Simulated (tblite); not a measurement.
Compound: C6H8O2Si.
Z-matrix (Å and degrees, GFN2-xTB geometry), rows numbered from 1:
```
C 
C   1  1.5281
Si  2  1.8977  1  112.95
C   3  1.9598  2  119.02  1    84.56
O   4  1.2032  3  138.92  2   -67.34
C   4  1.4789  3   90.80  2   109.66
C   6  1.3478  4  103.31  3     0.38
C   7  1.4480  3  133.38  2    66.01
O   8  1.2051  7  125.34  3   -49.61
H   1  1.0871  2  110.85  3    59.88
H   1  1.0870  2  110.71  3   -60.22
H   1  1.0880  2  110.40  3   179.80
H   2  1.0924  1  109.08  3   122.37
H   2  1.0917  1  109.16  3  -121.70
H   3  1.4638  2  113.76  1   -60.30
H   6  1.0789  4  127.33  3  -177.07
H   8  1.1124  7  113.69  3   127.62
```

All values are computed: GFN2-xTB (tblite) harmonic vibrations without scaling, gas phase. Against measured fundamentals such values can be off by several per cent, at times by over 20. Modes of hydrogen on silicon can be 10 to 20 % off. One conformer, not necessarily the lowest.

Harmonic wavenumbers (cm⁻¹): 25.8, 32.7, 65.5, 82.7, 109.3, 154.8, 232.5, 245.1, 273.9, 357.4, 479.7, 486.9, 531.5, 579.8, 603.4, 627.4, 686.4, 734.6, 759.6, 834.6, 891.5, 982.6, 1016.3, 1023.7, 1069.4, 1113.2, 1157.1, 1226.1, 1278.7, 1347.3, 1418.2, 1459.7, 1504.8, 1506.8, 1594.3, 1736.8, 1776.1, 2252.6, 2704.4, 2963.9, 2977.5, 3029.6, 3039.9, 3046.0, 3078.1.

A = 1608, B = 1100, C = 702.0 MHz; mass 140.029 u (most abundant isotopes); point group C1, symmetry number 1.

Task: What is the zero-point energy?

Result: Half the sum of the wavenumbers: 26549 cm⁻¹ = 75.91 kcal/mol.

Task: What is S at 298.15 K and 1 bar for an ideal gas of classical rigid rotors and harmonic oscillators?

Result: Translation 40.75, rotation 29.94, vibration 37.21: S = 107.9 cal/(mol K).

Task: And Cp and H(298.15 K) − H(0)?

Result: Cp = 39.65 cal/(mol K), of which vibrations give 31.70 (their classical limit is 45 R = 89.4); H(298.15 K) − H(0) = 7.59 kcal/mol without the zero-point energy, 5.22 from vibrations.

Task: How do the functions run with temperature in this model?

Result: 
```csv
T (K),S (cal/(mol K)),Cp (cal/(mol K)),H − H(0) (kcal/mol),G − H(0) (kcal/mol),ln q(vib)
100,76.4,21.3,1.54,-6.09,3.45
200,94.0,30.6,4.14,-14.65,6.90
300,108.1,39.8,7.67,-24.78,9.97
500,132.3,55.1,17.25,-48.89,15.57
800,161.7,69.8,36.18,-93.16,23.08
1000,178.0,76.1,50.80,-127.16,27.58
```

q(vib) and H(0) count from the zero-point level.

Task: Which modes carry the vibrational entropy at 298.15 K?

Result: 25.8 cm⁻¹: 6.13; 32.7 cm⁻¹: 5.66; 65.5 cm⁻¹: 4.28; 82.7 cm⁻¹: 3.83; 109.3 cm⁻¹: 3.28; 154.8 cm⁻¹: 2.61 cal/(mol K); the other 39 give 11.42 together.

Task: What must be added to the electronic energy to get the Gibbs energy at 298.15 K and 1 bar?

Result: ZPE + [H(298.15 K) − H(0)] − T·S = 75.91 + 7.59 − 32.17 = 51.33 kcal/mol.

Hindered rotation and anharmonicity are outside this model. Other conformers, if any are populated, would add a mixing term that is left out. The structure is chiral; the term R ln 2 for an equal mix with its mirror image is left out.
